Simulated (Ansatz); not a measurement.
The cluster Ga2O2⁻. Total charge -1; doublet. Geometry PBE-D4/def2-SVP, that of the neutral singlet; atoms count from 1.

```xyz
4

Ga   -0.887   -0.148   -0.192
Ga    2.575    0.430    0.558
O     0.805    0.137    0.173
O    -2.493   -0.419   -0.539
```

The highest occupied level of the charge -1 doublet lies above zero (up to 1.01 eV). By energy differences its removal costs 0.39 eV (vertical, to the charge 0 singlet, at PBE0-D4/def2-TZVPD); a positive level beside a positive removal energy at the same level points to self-interaction error. The structure comes from a short search, and lower isomers may exist.

Problem. Estimate the Mulliken populations from the PBE0/def2-TZVPD orbitals of Ansatz.

Solution. 
```csv
atom,charge (e),spin (α − β)
Ga1,-1.01,1.38
Ga2,-0.22,0.14
O3,0.96,-0.68
O4,-0.73,0.15
```
Mulliken values and Mayer orders depend strongly on the basis. With diffuse functions, as here, like atoms can get unlike values, and bond orders can come out too low or too high.

Problem. Where does the spin sit?

Solution. Summed by element: Ga 1.53, O -0.53, of 1 unpaired in all. Largest on single atoms: Ga1 1.38, O3 -0.68, O4 0.15.

Problem. And the Mayer bond orders between bonded heavy atoms (over 0.3)?

Solution. Ga1–O4 1.83 (1.67 Å). Values over 0.3 also appear between atoms too far apart for a bond (Ga1–Ga2 0.38 at 3.59 Å); they arise where an orbital or an unpaired electron spreads over both atoms.
